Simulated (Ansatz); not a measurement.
Basis-set series for CH4BClO, SMILES `COBCl`. The species carries charge 0 and has multiplicity 1. The geometry is a stationary point of PBE0-D4/def2-TZVP. It is one conformer, not always the lowest.

```json
{"functional": "PBE0-D4", "basis": "def2-SVP", "functions": "80", "energy (Eh)": "-600.30095", "HOMO (eV)": "-8.59", "LUMO (eV)": "0.02"}
{"functional": "PBE0-D4", "basis": "def2-TZVPP", "functions": "191", "energy (Eh)": "-600.61809", "HOMO (eV)": "-8.78", "LUMO (eV)": "-0.29"}
{"functional": "ωB97M-V", "basis": "def2-SVP", "functions": "80", "energy (Eh)": "-600.52922", "HOMO (eV)": "-10.84", "LUMO (eV)": "2.14"}
{"functional": "ωB97M-V", "basis": "def2-TZVPP", "functions": "191", "energy (Eh)": "-600.85085", "HOMO (eV)": "-11.08", "LUMO (eV)": "1.66"}
```

Question: Give the rows for def2-QZVPP. (An estimate is asked.)

Answer: Ansatz gave: 
```json
{"functional": "PBE0-D4", "basis": "def2-QZVPP", "functions": "361", "energy (Eh)": "-600.63983", "HOMO (eV)": "-8.81", "LUMO (eV)": "-0.39"}
{"functional": "ωB97M-V", "basis": "def2-QZVPP", "functions": "361", "energy (Eh)": "-600.87164", "HOMO (eV)": "-11.12", "LUMO (eV)": "1.40"}
```

Positive LUMOs are unbound and depend on the basis.
